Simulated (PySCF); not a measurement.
B(H)(OH)(SH) (BH3OS), SMILES SBO. Atoms are numbered in the order given.

```xyz
6

B     -0.5666    -0.5903     0.0000
H     -1.7473    -0.7336     0.0000
O      0.2071    -1.7066     0.0000
H      1.1586    -1.5457     0.0000
S      0.0259     1.1248     0.0000
H      1.3504     0.8866     0.0000
```

The structure is a stationary point at TPSSh-D3(BJ)/def2-TZVP. One conformer was computed; it need not be the lowest.

The numbers are results of ωB97X/def2-TZVPD run with PySCF, not measurements.

Symmetry labels are those of the subgroup Cs that the program uses (full group Cs).

### Question
List the valence orbital energies around the gap with their symmetry. (The exact figures need the calculation; the answer reports its results.)

### Answer

```json
[
 {"orbital": "HOMO−7", "symmetry": "A'", "energy (eV)": "-23.82"},
 {"orbital": "HOMO−6", "symmetry": "A'", "energy (eV)": "-19.04"},
 {"orbital": "HOMO−5", "symmetry": "A'", "energy (eV)": "-15.88"},
 {"orbital": "HOMO−4", "symmetry": "A'", "energy (eV)": "-14.86"},
 {"orbital": "HOMO−3", "symmetry": "A\"", "energy (eV)": "-13.55"},
 {"orbital": "HOMO−2", "symmetry": "A'", "energy (eV)": "-12.91"},
 {"orbital": "HOMO−1", "symmetry": "A'", "energy (eV)": "-11.53"},
 {"orbital": "HOMO", "symmetry": "A\"", "energy (eV)": "-10.34"},
 {"orbital": "LUMO", "symmetry": "A'", "energy (eV)": "1.14"},
 {"orbital": "LUMO+1", "symmetry": "A'", "energy (eV)": "1.88"},
 {"orbital": "LUMO+2", "symmetry": "A\"", "energy (eV)": "1.97"},
 {"orbital": "LUMO+3", "symmetry": "A'", "energy (eV)": "2.01"}
]
```
